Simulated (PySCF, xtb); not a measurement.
B(H)(Me)(OSiH3) (CH7BOSi), SMILES CBO[SiH3].

GFN2-xTB (xtb 6.7.1) at its own geometry gives an orbital gap of 4.90 eV and a dipole moment of 0.39 D.

Geometry: B3LYP-D3(BJ)/def2-SVP. The structure was generated by enumeration, and PubChem lists no compound with its InChIKey, so it may never have been made. One conformer was computed; it need not be the lowest.

**Question.** What does PBE/def2-TZVP (PySCF) give? (Estimate from the structure and the level; the computed values follow.)

**Answer.** gap 5.73 eV (levels -6.77 and -1.05 eV), dipole 0.38 D.
